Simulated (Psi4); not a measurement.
Input for Psi4:
```
memory 2 GB

molecule mol {
0 5
Sb    0.004843   -0.000785    0.619287
Cl   -1.760197   -0.965587   -0.606784
Cl    0.035972    2.004188   -0.617068
Cl    1.709696   -1.036248   -0.634009
}

set {
  basis sto-3g
  reference uks
  scf_type pk
}

energy('pbe0')
print_variables()
```

What does this run give for the number of basis functions, total energy, <S^2>, nuclear repulsion energy, dipole moment?


- number of basis functions: 54
- total energy: -7618.0908 Eh
- <S^2>: 6.001
- nuclear repulsion energy: 716.4641 Eh
- dipole moment: 2.14 D

These values belong to the state on which the SCF converged, which isn't shown to be the lowest.
